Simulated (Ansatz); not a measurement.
Basis-set extrapolation for C2H6AlFOSi (`CO[SiH]1[CH2][Al]1[F]`) (PBE0-D4/def2-TZVP geometry, frozen core, Ansatz). Multiplicity 1, RHF reference.

```
                      def2-TZVPP   def2-QZVPP
                 HF  -784.564419  -784.592731
    MP2 correlation    -1.020763    -1.100935
CCSD(T) correlation    -1.100620      not run
```

Energies in hartree. Use E(X) = E(∞) + A·exp(−7.88·√X) for Hartree–Fock and E(X) = E(∞) + B·X^(−2.97) for correlation, with X = 3 and 4, and add CCSD(T) minus MP2 of the smaller set to the MP2 limit.

Question: What is the CCSD(T) energy at the basis-set limit?

Answer: HF limit: -784.592731 + (-0.028312) × 0.13774 = -784.59663. MP2 limit: -1.100935 + (-0.080172) × 0.74074 = -1.16032. Higher-order term: -1.100620 − (-1.020763) = -0.07986. Total: -785.83681 hartree, 4.67 eV below CCSD(T)/def2-TZVPP.
